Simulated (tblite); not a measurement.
Compound: C8H7 (doublet state).
Bonds: C1–C2 (double), C2–C3, C3–C4 (aromatic), C4–C5 (aromatic), C5–C6 (aromatic), C6–C7 (aromatic), C7–C8 (aromatic), C3–C8 (aromatic). Hydrogens: H9, H10 on C1; H11 on C2; H12 on C4; H13 on C6; H14 on C7; H15 on C8.

Computed geometry: GFN2-xTB, gas phase. This method treats the open shell by occupation alone, without spin polarisation.

Question: List the bond lengths, angles and torsions at this level.

Answer: 
| bond | length (pm) |
| --- | --- |
| C1=C2 | 132.7 |
| C2–C3 | 145.7 |
| C3–C4 | 140.7 |
| C4–C5 | 135.8 |
| C5–C6 | 136.5 |
| C6–C7 | 139.4 |
| C7–C8 | 138.1 |
| C3–C8 | 139.6 |
| C1–H9 | 107.6 |
| C1–H10 | 107.6 |
| C2–H11 | 108.4 |
| C4–H12 | 107.9 |
| C6–H13 | 107.9 |
| C7–H14 | 108.1 |
| C8–H15 | 108.1 |

A selection of angles:
| angle | degrees |
| --- | --- |
| C1–C2–C3 | 127.0 |
| C2–C3–C4 | 122.5 |
| C2–C3–C8 | 119.7 |
| C4–C3–C8 | 117.8 |
| C3–C4–C5 | 118.2 |
| C4–C5–C6 | 125.4 |
| C5–C6–C7 | 116.7 |
| C6–C7–C8 | 120.1 |
| C3–C8–C7 | 121.9 |

Torsions: C1–C2–C3–C4 0° (synperiplanar).

The 6-membered ring C3–C4–C5–C6–C7–C8 has internal angles of 116.7° to 125.4° (sum 720°, against 720° for a flat polygon); it is planar, 0.00 Å rms from its mean plane, widest ring torsion 0°. The 8 heavy atoms lie in one plane (0.000 Å rms). C7 (carbon bonded to 2 C and H) is planar (angles 120.4°, 120.1° and 119.5°, sum 360.0°, 0.00 Å off the plane of its three neighbours). C2 (carbon bonded to 2 C and H) is planar (angles 127.0°, 118.8° and 114.2°, sum 360.0°, 0.00 Å off the plane of its three neighbours). C4 (carbon bonded to 2 C and H) is planar (angles 121.6°, 120.2° and 118.2°, sum 360.0°, 0.00 Å off the plane of its three neighbours). C1 (carbon bonded to C and 2 H) is planar (angles 123.0°, 121.3° and 115.8°, sum 360.0°, 0.00 Å off the plane of its three neighbours). C6 (carbon bonded to 2 C and H) is planar (angles 122.5°, 120.8° and 116.7°, sum 360.0°, 0.00 Å off the plane of its three neighbours).

Point group: Cs (every atom within 0.08 Å of its image). GFN2-xTB frequencies show an imaginary mode (23i cm⁻¹), so the point is no minimum at that level.

One conformer stands for the species.
